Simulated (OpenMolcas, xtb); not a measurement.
# How methods differ on InCl2F (SMILES [F][In]([Cl])[Cl])

The species is InCl2F (4 atoms), meant as a singlet with charge 0. SMILES: `[F][In]([Cl])[Cl]`. Geometry: relaxed at PBE0-D4/def2-TZVP.

Quantity: the HOMO–LUMO gap, in eV. The values are calculated.

```
                           level             kind     program  value (eV)   CPU time
                        GFN0-xTB   semi-empirical         xtb        3.93  under 2 s
    HF/def2-SVP (core potential)     Hartree–Fock  OpenMolcas       13.49      8.1 s
 SVWN5/def2-SVP (core potential)              LDA  OpenMolcas        4.08       17 s
revPBE/def2-SVP (core potential)              GGA  OpenMolcas        4.32       20 s
  TPSS/def2-SVP (core potential)         meta-GGA  OpenMolcas        4.52       28 s
M06-2X/def2-SVP (core potential)  hybrid meta-GGA  OpenMolcas        8.92       22 s
B2PLYP/def2-SVP (core potential)    double hybrid  OpenMolcas        9.07       13 s
```

The values span 3.93 to 13.49 eV. Orbital gaps aren't excitation energies, and those of double hybrids come from the SCF part alone; they tend to grow with the share of exact exchange. Times are those of the runs behind each value, whatever else they computed, on shared processors of several kinds: orders of magnitude only.
